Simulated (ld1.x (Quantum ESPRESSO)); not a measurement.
Values are calculated unless marked as measured or tabulated.
**Potentials for Si compared**

Generated with ld1.x 7.5 (TM, RRKJ, ultrasoft, PAW), atompaw 4.2 or ONCVPSP 4.0.1. The cutoff is in Ry: for ld1.x and atompaw files where the sum of valence levels is converged to 10 mRy in a Bessel basis, for ONCV files where the hardest occupied wave has 1 mHa per electron of residual kinetic energy. The error is the largest all-electron minus pseudo excitation energy over each file’s own four to seven test configurations (ionisations up to +4, promotions, holes and added fractions of an electron), all of which were solved. The labels leave out finer settings (local radius, basis sizes, second energies), which also bear on the numbers. Spin-polarised tests are not counted. The rows are a selection from randomly drawn settings: files with unsolved tests, undetermined cutoffs or missed reference levels are left out.

| potential | cutoff (Ry) | largest error (meV) | bound ghosts |
| --- | --- | --- | --- |
| TM, PBE, scalar-relativistic, rc 1.60/1.85 (sp), local p, core correction no, reference 3s1 3p0 | 15 | +148 | none |
| ultrasoft, BP86, scalar-relativistic, rc 1.95/2.20 (sp), local smoothed, core correction yes, reference 3s2 3p2 | 8 | +33 | none |
| ultrasoft, LDA (PZ), scalar-relativistic, rc 1.60/1.85/1.85 (spd), local smoothed, core correction yes, reference 3s2 3p0.5 | 12 | -29 | none |
| TM, PW91, scalar-relativistic, rc 1.60/1.70/1.50 (spd), local p, core correction yes, reference 3s2 3p1 | 15 | +46 | none |
| TM, PBE, scalar-relativistic, rc 1.95/1.60 (sp), local s, core correction no, reference 3s1.75 3p2.25 | 25 | +64 | none |
| TM, PBE, scalar-relativistic, rc 1.50/1.65/1.55 (spd), local smoothed, core correction yes, reference 3s2 3p1.75 | 15 | +29 | none |

(1) Fill in the row for Si: TM, PBE, non-relativistic, rc 1.25/2.10/2.30 (spd), local p, core correction no, reference 3s2 3p2.

(2) Fill in the row for Si: TM, PBE, scalar-relativistic, rc 1.50/2.00/1.70 (spd), local s, core correction no, reference 3s1.5 3p2.5.

(3) Fill in the row for Si: TM, PBE, scalar-relativistic, rc 1.60/1.70/1.50 (spd), local d, core correction yes, reference 3s2 3p0.5.

Results:

(1) cutoff 50 Ry, largest error +86 meV, bound ghosts: none.

(2) cutoff 15 Ry, largest error +6.0 meV, bound ghosts: none.

(3) cutoff 15 Ry, largest error +75 meV, bound ghosts: none.
